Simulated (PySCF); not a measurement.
CH4BeSe. Atoms are numbered in the order given.

```xyz
7

Be     0.8312    -0.7687    -0.2241
C      2.0366    -1.8792    -0.5644
H      1.6563    -2.9055    -0.5732
H      2.8522    -1.8414     0.1638
H      2.4790    -1.6974    -1.5497
Se    -0.6306     0.6166     0.1452
H     -1.0917    -0.1688     1.3042
```

Geometry: B3LYP-D3(BJ)/def2-TZVP. One conformer was computed; it need not be the lowest.

The numbers are results of PBE0/pcSseg-2 (PySCF), not measurements.

GIAO shieldings, no solvent; atoms alike by connectivity are averaged. δ = σ(ref) − σ: ¹³C against TMS (σ = 186.1 ppm); ¹H against TMS (σ = 31.54 ppm); ⁷⁷Se against Me2Se (σ = 1739.2 ppm), references at their B3LYP-D3(BJ)/def2-TZVP geometries, non-relativistic.

```
nucleus       atoms  count  δ (ppm)
-------  ----------  -----  -------
¹³C              C2      1    -11.5
¹H               H7      1     0.34
¹H       H3, H4, H5      3    -0.43
⁷⁷Se            Se6      1   -490.0
```
